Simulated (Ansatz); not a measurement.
Relaxation of C2H9AlS (13 atoms, charge 0, multiplicity 1), to a largest force component of 0.03 eV/Å in at most 50 steps.

Method: RKS LDA/def2-SVP (Ansatz).

```xyz
13
Properties=species:S:1:pos:R:3
Al -1.409 1.003 0.143
C 0.984 -1.120 -0.568
C 0.331 -0.751 0.737
H -1.369 1.662 1.598
H -2.524 -0.025 -0.357
H 0.779 -0.372 -1.338
S -0.318 2.045 -1.517
H 0.634 -2.110 -0.933
H 2.089 -1.180 -0.454
H -0.785 -0.905 0.704
H 0.628 -1.403 1.591
H 0.586 0.285 1.069
H 0.374 2.872 -0.676
```

Where does it end, and by what steps?

The forces met the threshold. The force dipped under the threshold on the way, but the program's further checks kept it going. After 23 steps the energy has fallen by 0.069 eV; H5 moved furthest, 0.85 Å.

```csv
step,energy less start (eV),largest force component (eV/Å),accepted
0,0.0000,0.663,yes
1,-0.0404,0.229,yes
2,-0.0495,0.073,yes
3,-0.0528,0.041,yes
4,-0.0546,0.043,yes
5,-0.0572,0.110,yes
6,-0.0589,0.122,yes
7,-0.0609,0.133,yes
8,-0.0625,0.074,yes
9,-0.0642,0.060,yes
10,-0.0642,0.068,no
11,-0.0655,0.035,yes
12,-0.0659,0.032,yes
13,-0.0663,0.033,yes
14,-0.0667,0.053,yes
15,-0.0671,0.035,yes
16,-0.0674,0.022,yes
17,-0.0679,0.031,yes
18,-0.0678,0.057,no
19,-0.0681,0.025,yes
20,-0.0680,0.037,no
21,-0.0684,0.017,yes
22,-0.0684,0.030,no
23,-0.0685,0.016,yes
```

```xyz
13
Properties=species:S:1:pos:R:3
Al -1.421 1.198 0.352
C 1.239 -1.038 -0.469
C 0.136 -0.943 0.555
H -0.830 1.959 1.630
H -2.777 0.357 0.356
H 1.141 -0.219 -1.216
S -0.695 1.808 -1.633
H 1.195 -2.001 -1.020
H 2.242 -0.964 0.001
H -0.876 -1.018 0.083
H 0.150 -1.756 1.314
H 0.223 -0.007 1.169
H 0.273 2.624 -1.122
```

Whether the end is a true minimum wasn't checked by a vibrational analysis.

The run took 36 s on 2 threads of Arm Neoverse V1, with other jobs on the host, peak memory 0.14 GiB.
